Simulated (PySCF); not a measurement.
Calculation: PySCF with TPSSh-D3(BJ)/def2-TZVP // CAM-B3LYP-D3(BJ)/def2-TZVP. Gas-phase values, no solvent. One relaxed conformer stands for a flexible species; it need not be the lowest. Delta-SCF ions had no search for a lower state. Excitations are Tamm–Dancoff values on a coarser integration grid. The basis has no diffuse functions, so Rydberg states are missing or too high.

Reference species (SMILES): `C=C(C(C)=C)B` (neutral, multiplicity 1).

- S1 oscillator strength: 0.046
- S1–T1 gap (TDA): 1.30 eV
- vertical ionisation energy (Delta-SCF): 8.76 eV
- T1 excitation (TDA): 2.84 eV

Changed species: `C(=C)/C=C(\B)C`.

Task: Give the shifts of the S1 oscillator strength, S1–T1 gap (TDA), vertical ionisation energy (Delta-SCF) and T1 excitation (TDA).

Result: the S1 oscillator strength goes up by 0.374, to 0.420; the S1–T1 gap (TDA) rises by 0.67 eV, to 1.97 eV; the vertical ionisation energy (Delta-SCF) falls by 0.09 eV, to 8.67 eV; the T1 excitation (TDA) falls by 0.30 eV, to 2.54 eV.
